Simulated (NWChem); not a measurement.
# BNH3F; SMILES NBF

```xyz
6

B     -0.4892     0.0627     0.0000
H     -1.6842     0.1000     0.0000
F      0.2018     1.2145     0.0000
N      0.1975    -1.1545     0.0000
H      1.2071    -1.2167     0.0000
H     -0.2752    -2.0459     0.0000
```
Atoms are numbered in this order, from 1.

All runs use the structure optimised with B3LYP/6-31G* (spherical d).

Symmetry labels are those of Cs in the frame above (b1 and b2, or b-type labels, depend on it). States above −ε(HOMO) = 7.3 eV lie in this functional's continuum and hang on the basis.

List the 4 lowest vertical singlet excitations from LDA (Slater exchange, VWN5)/6-31+G* (spherical d), full TDDFT (NWChem).


| state | energy (eV) | oscillator strength | symmetry | leading excitation (squared amplitude) |
|---|---|---|---|---|
| S1 | 6.83 | 0.059 | a" | HOMO → LUMO (1.00) |
| S2 | 7.67 | 0.000 | a' | HOMO−1 → LUMO (0.80) |
| S3 | 7.84 | 0.000 | a" | HOMO → LUMO+2 (0.98) |
| S4 | 7.99 | 0.004 | a" | HOMO → LUMO+3 (0.93) |
